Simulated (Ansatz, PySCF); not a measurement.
Energy landscape of Ga₂O, singlet: symmetric bend, bond length relaxed. Scanned: Ga-O-Ga angle. Other coordinates (O-Ga bond length) were minimised at PBE0/def2-TZVP.

Levels: RHF/6-31G* = PySCF with restricted Hartree-Fock/6-31G*, spherical d; RKS-PBE/cc-pVDZ = Ansatz (a first-principles code) with restricted PBE/cc-pVDZ; PBE0/cc-pVDZ (PySCF).

Energies in mEh, each method relative to its own lowest point.

```tsv
a / °	RHF/6-31G*	RKS-PBE/cc-pVDZ	PBE0
180	0.0	0.0	0.0
170	0.1	0.1	0.1
160	0.3	0.2	0.4
150	0.9	0.7	1.0
140	2.2	1.6	2.1
130	4.5	3.4	4.1
120	___	6.3	7.4
110	15.7	11.0	12.6
100	26.7	18.0	20.5
90	43.6	___	32.0
80	___	___	___
```

Some entries are withheld; supply them.


- 120, RHF/6-31G*: 8.7
- 90, RKS-PBE/cc-pVDZ: 28.3
- 80, RHF/6-31G*: 69.8
- 80, RKS-PBE/cc-pVDZ: 43.8
- 80, PBE0: 49.9
